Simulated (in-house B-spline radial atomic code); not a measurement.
Configurations of the terbium ion Tb⁶⁺, with energies counted from [Kr] 4d10 4f8 5s2 5p3. Computed with a radial B-spline atomic code at the basis-set limit: scalar-relativistic (X2C) BHandHLYP, spin-polarised, spherical fractional occupations, exact exchange averaged over the configuration, Fermi nucleus of rms radius 5.06 fm. Shells without spins written out take the highest spin.

Occupations are held fixed; configurations that lie above the ionisation limit could autoionise.

```
            configuration  E - E(ref) (eV)  highest orbital  its <r> (bohr)
[Kr] 4d10 4f7 5s2 5p3 5d1           14.548            5d up           1.689
[Kr] 4d10 4f7 5s2 5p3 6s1           28.298            6s up           2.473
[Kr] 4d10 4f7 5s2 5p3 5f1           46.125            5f up           2.544
[Kr] 4d10 4f7 5s2 5p3 6d1           49.212            6d up           3.367
[Kr] 4d10 4f7 5s2 5p3 6f1           61.262            6f up           4.515
[Kr] 4d10 4f8 5s2 5p2 6f1           79.688            6f up            4.58
```

Question: Order these further configurations by energy, lowest first.
A. [Kr] 4d9 4f8 5s2 5p3 5d1
B. [Kr] 4d10 4f8 5s2 5p2 6d1
C. [Kr] 4d10 4f8 5s2 5p2 5f1
D. [Kr] 4d9 4f8 5s2 5p3 6d1
E. [Kr] 4d10 4f7 5s2 5p4

Answer: E (-14.541 eV), C (64.88 eV), B (67.764 eV), A (163.44 eV), D (198.22 eV).

Question: How far above the reference does [Kr] 4d9 4f8 5s2 5p3 6f1 lie?

Answer: 210.29 eV; its least bound orbital is 6f up with <r> = 4.507 bohr.

Question: Is the reference the lowest configuration at this level of theory?

Answer: No: [Kr] 4d10 4f7 5s2 5p4 lies 14.54 eV lower with this functional.
